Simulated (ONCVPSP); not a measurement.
## Before and after: ONCV potential for Zr (Z = 40)

ONCVPSP 4.0.1 input, shortened (lines: element, Z, core and valence counts, functional; n l f; lmax; l rc ep ncon nbas qcut; lloc lpopt rc5 dvloc0; l nproj debl; icmod fcfact rcfact), PBEsol, scalar-relativistic:

```
  Zr 40.00    6    4  -116133      upf
    1    0    2.00
    2    0    2.00
    2    1    6.00
    3    0    2.00
    3    1    6.00
    3    2   10.00
    4    0    2.00
    4    1    6.00
    4    2    2.00
    5    0    2.00
    2
    0    2.20    0.00    5    8    5.90
    1    1.30    0.00    4    7    7.60
    2    2.60    0.00    3    8    4.80
    4    3    1.15    1.00
    0    2    0.70
    1    1    3.40
    2    1    2.90
    3    1.75    1.10
```

Change: p: rc 1.42.

Cutoffs: the cutoffs (Ha) at which the residual kinetic energy of the hardest occupied pseudo-wave falls to 1 and 0.1 mHa per electron; they do not see the model core or the augmentation charge, which bear on the density cutoff. Errors are all-electron minus pseudo energies relative to the spin-unpolarised reference configuration.

Predict the effect on cutoff, ghosts and configuration errors.

The potential gets softer (25 Ha and 43 Ha → 24 Ha and 30 Ha); the errors of the 4 common tests hardly move; neither file shows a bound ghost. A larger radius leaves more room for a smooth pseudo-wave, so fewer plane waves are needed.

```csv
quantity,base,changed
"cutoff, loose",25 Ha,24 Ha
"cutoff, tight",43 Ha,30 Ha
loose cutoff by channel,"s 13 Ha, p 25 Ha, d 9.1 Ha","s 13 Ha, p 24 Ha, d 9.1 Ha"
bound ghosts,none,none
GHOST(+) flags under 300 eV,d at 297.8 eV,d at 297.8 eV
"error for 4s2 4p6 4d2 5s1, meV [ΔE 7.17 eV]",-1.4,-1.4
"error for 4s2 4p6 4d2 5s0, meV [ΔE 20.08 eV]",-8.4,-8.4
"error for 4s2 4p6 4d1 5s0, meV [ΔE 42.67 eV]",+14,+14
"error for 4s2 4p6 4d2 5s0 5p2, meV [ΔE 6.27 eV]",+34,+38
s: phases at 2.24 bohr within 0.05 rad from the reference energy up to (Ha; the scan ends near 5),4.0,4.0
d: phases at 2.63 bohr within 0.05 rad from the reference energy up to (Ha; the scan ends near 5),0.8,0.8
"rms error of d²Exc/dni dnj with the model core, mHa",1.44,1.43
```
